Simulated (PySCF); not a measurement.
Ionisation energy of Se⁺ by level of theory

Se⁺ [Ar] 3d10 4s2 4p3 (4S) → Se²⁺ [Ar] 3d10 4s2 4p2 (3P), as a difference of total energies. All numbers are calculated (PySCF 2.14, the spin-free X2C one-electron Hamiltonian (Gaussian nucleus), in x2c-QZVPPall with one added diffuse shell each of s, p, d, f type (12s9p6d5f1g, 113 functions)). Correlated levels: valence: [Ar] 3d10 frozen; valence and next inner shell: [Ne] frozen. The calculations carry no spin-orbit coupling.

```csv
method,ionisation energy (eV),plus first-order spin-orbit estimate,error of that sum (eV)
UHF,20.838,20.540,-0.656
LDA,21.468,21.170,-0.026
PBE,21.300,21.003,-0.193
PBE0,21.394,21.096,-0.100
r2SCAN,21.579,21.282,+0.086
HSE06,21.363,21.066,-0.130
BLYP,21.040,20.743,-0.453
TPSSh,21.393,21.096,-0.100
MP2 (valence),21.381,21.083,-0.113
SCS-MP2 (valence),21.227,20.930,-0.266
MP2 (valence and next inner shell),21.530,21.233,+0.037
SCS-MP2 (valence and next inner shell),21.332,21.035,-0.161
```

Reference: 21.196 ± 0.01 eV (measured; NIST Atomic Spectra Database, ionization energies).

A first-order spin-orbit estimate (lowest level to lowest level, LS coupling) adds -0.297 eV.

Errors of the correlated levels include the incompleteness of this basis and the frozen core.
